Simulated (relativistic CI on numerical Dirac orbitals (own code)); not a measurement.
These numbers are calculated, not measured: Dirac-Coulomb-Breit CI, separate exchange-only KLI orbitals for each configuration, model QED, valence Slater integrals scaled by 0.85, configuration energies shifted to the measured levels that pair with them (semi-empirical) (own radial code, finite nucleus).

Configurations in the expansion (outside the closed core [Kr]): 4d10, 4d9 5s, 4d9 5p, 4d9 6s, 4d9 4f, 4d9 5d, 4d8 4f2, 4d8 5s2, 4d9 6p, 4d9 6d, 4d9 5f, 4d8 5s 5p, 4d9 5g, 4d9 6f, 4d9 6g, 4d8 5p2, 4d8 5s 5d, 4d8 4f 5s, 4d8 5p 5d. Levels of other configurations are missing.

Configurations whose levels could be paired with our table of measured levels were shifted onto them, all but the ground configuration, by the median error of their levels; single terms can still be off by 1,000 to 2,000 cm⁻¹ or more, and rates follow the energies as ν³ (E1, M1) or ν⁵ (E2). The others borrow a shift and can be off by several thousand cm⁻¹ or more. 13 of the 16 excited levels that our extract of the measured tables holds in this range could be paired (the sources list more); they are missed by 286 cm⁻¹ on average and 964 at most, after the shifts were fitted to these levels, and levels without a partner can miss by more.

Outline of the computed level scheme of Sn V. Lowest level of each configuration: 4d10 1S_0 at 0.0000 eV; 4d9 5s 3D_3 at 22.6444 eV; 4d9 5p 3P°_2 at 32.2776 eV; 4d9 5d 3S_1 at 45.8069 eV; 4d9 6s 3D_3 at 47.1820 eV; 4d8 5s2 3F_4 at 48.7247 eV; 4d9 4f 3P°_0 at 50.5093 eV.

Some strong electric-dipole decays among the lowest 45 levels: 4d9 5p 1P°_1 → 4d10 1S_0 (1.5e+10 s⁻¹); 4d9 5p 3D°_1 → 4d10 1S_0 (2.1e+09 s⁻¹); 4d9 5p 3F°_4 → 4d9 5s 3D_3 (1.6e+09 s⁻¹); 4d9 5p 3P°_0 → 4d9 5s 3D_1 (1.6e+09 s⁻¹); 4d9 5p 3D°_1 → 4d9 5s 3D_1 (1.6e+09 s⁻¹); 4d9 5p 3F°_3 → 4d9 5s 1D_2 (1.4e+09 s⁻¹); 4d9 5p 3P°_1 → 4d9 5s 3D_2 (1.3e+09 s⁻¹); 4d9 5p 3D°_3 → 4d9 5s 3D_3 (1.2e+09 s⁻¹).

LS names give the leading component of a level, which can be under half, so a name can repeat, a term be missing and a line seem to break the LS rules.
